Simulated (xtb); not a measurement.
cyclotrisilazane (H9N3Si3), SMILES N1[SiH2]N[SiH2]N[SiH2]1. All values are semi-empirical tight-binding results from xtb (GFN2-xTB unless named), good for trends rather than for accurate numbers. Geometry: GFN2-xTB.

A frequency run showed that this geometry is not a minimum.

| Item | Result |
|---|---|
| point group as xtb finds it | C3v |
| orbital gap | 5.12 eV |
| dipole moment | 0.39 D |
| static polarisability (D4 model) | 110.2 bohr³ |
| solvation energy, GFN2-xTB/ALPB(water) | -0.6 kcal/mol |
| solvation energy, GFN2-xTB/ALPB(acetone) | -4.8 kcal/mol |
